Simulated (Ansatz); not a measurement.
Job for Ansatz (a first-principles code): R-B3LYP/def2-TZVPPD on N2 (SMILES N#N). Files ending in .json are basis or fitting sets from the Basis Set Exchange.

Ansatz 0.2 input:
```yaml
crystal:
  periodic: [false, false, false]
  atoms:
    - {symbol: N, position_ang: [0.24158190, -0.23289790, -1.00821241]}
    - {symbol: N, position_ang: [0.46009790, -0.69625344, -0.04515045]}
basis:
  gaussian:
    orbitals: def2-TZVPPD.json
hamiltonian:
  xc: {name: B3LYP}
scf: {lower_state_search: off}
```

It printed:

```
WARN ansatz: RAYON_NUM_THREADS=2 ignored (pool sized by the plan → 2); use --threads N
Functional definition: B3LYP
these checks for a lower state are left out or cut short: stability, starts, cluster_reference, orbital_swaps, neighbouring_geometries, increment
integrals: 0.01 GiB planned
358 factors; their error is unknown
mean field: 0.13 GiB planned
mean field evaluation 1: about -2980.4004 eV, gradient 2.6e1 eV
mean field evaluation 2: about -2980.9107 eV, gradient 2.0e1 eV
mean field evaluation 4: about -2981.6437 eV, gradient 7.1e-2 eV
mean field evaluation 8: about -2981.6549 eV, gradient 3.9e-4 eV
mean field -2981.65487041 eV, -109.5737954494 hartree, gradient 1.3e-6 eV, S^2 0.000000; 0 other end points of the search recorded, 0 dependent functions left out
reference -2981.65500569 eV, -109.5738004206 hartree; 7, 7 occupied and 67, 67 virtual orbitals, 358 factors
Total energy: -2981.65500569 eV, -109.5738004206 hartree
Checks for a lower state left out: stability, starts, cluster_reference, orbital_swaps, neighbouring_geometries, increment
```

Self-consistency was reached.

Cost: about 0.5 core-seconds (a rough figure).
